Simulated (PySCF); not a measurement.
**The second ionisation energy along the 4p block**

Calculated with PySCF 2.14 from differences of total energies of unrestricted determinants, without spin-orbit coupling. Values in eV. The last column holds reference values (NIST; (s) semi-empirical, (t) theoretical, else measured). Unmarked ones compare directly (S terms, centres of terms, or small fine structure); those marked * lie between the lowest fine-structure levels and include a spin-orbit shift.

| element | configurations | LDA | PBE | PBE0 | r2SCAN | MP2 (valence) | CCSD(T) (valence) | reference |
| --- | --- | --- | --- | --- | --- | --- | --- | --- |
| Ga (aug-cc-pVTZ-PP with ECP10MDF, ECP) | [Ar] 3d10 4s2 → [Ar] 3d10 4s1 | 21.103 | 20.678 | 20.365 | 20.482 | 19.474 | 19.765 | 20.515 |
| Ge (aug-cc-pVTZ-PP with ECP10MDF, ECP) | [Ar] 3d10 4s2 4p1 → [Ar] 3d10 4s2 | 15.815 | 15.692 | 15.744 | 15.931 | 15.489 | 15.582 | 15.789 |
| As (aug-cc-pVTZ-PP with ECP10MDF, ECP) | [Ar] 3d10 4s2 4p2 → [Ar] 3d10 4s2 4p1 | 18.579 | 18.430 | 18.503 | 18.685 | 18.357 | 18.413 | 18.589 * |
| Se (aug-cc-pVTZ-PP with ECP10MDF, ECP) | [Ar] 3d10 4s2 4p3 → [Ar] 3d10 4s2 4p2 | 21.392 | 21.239 | 21.349 | 21.547 | 21.352 | 21.345 | 21.196 ± 0.01 * |
| Br (aug-cc-pVTZ-PP with ECP10MDF, ECP) | [Ar] 3d10 4s2 4p4 → [Ar] 3d10 4s2 4p3 | 21.568 | 21.303 | 21.329 | 21.400 | 20.933 | 21.079 | 21.409 |
| Kr (aug-cc-pVTZ-PP with ECP10MDF, ECP) | [Ar] 3d10 4s2 4p5 → [Ar] 3d10 4s2 4p4 | 24.552 | 24.255 | 24.308 | 24.397 | 24.088 | 24.124 | 24.360 * |

```json
{"method": "LDA", "elements": "3", "mean error (eV)": "0.258", "mean absolute error (eV)": "0.258", "largest error (eV)": "0.588"}
{"method": "PBE", "elements": "3", "mean error (eV)": "-0.013", "mean absolute error (eV)": "0.122", "largest error (eV)": "0.163"}
{"method": "PBE0", "elements": "3", "mean error (eV)": "-0.091", "mean absolute error (eV)": "0.091", "largest error (eV)": "-0.150"}
{"method": "r2SCAN", "elements": "3", "mean error (eV)": "0.034", "mean absolute error (eV)": "0.061", "largest error (eV)": "0.142"}
{"method": "MP2 (valence)", "elements": "3", "mean error (eV)": "-0.605", "mean absolute error (eV)": "0.605", "largest error (eV)": "-1.042"}
{"method": "CCSD(T) (valence)", "elements": "3", "mean error (eV)": "-0.429", "mean absolute error (eV)": "0.429", "largest error (eV)": "-0.750"}
```

Errors include the incompleteness of the basis and the frozen core.

"Valence" correlates the outer s and p shells and, in groups 3 to 12 and the f block, the outer d or f shell, open or full, or the next shell where the ion has no valence electron left; the wider scheme adds the next inner shell.
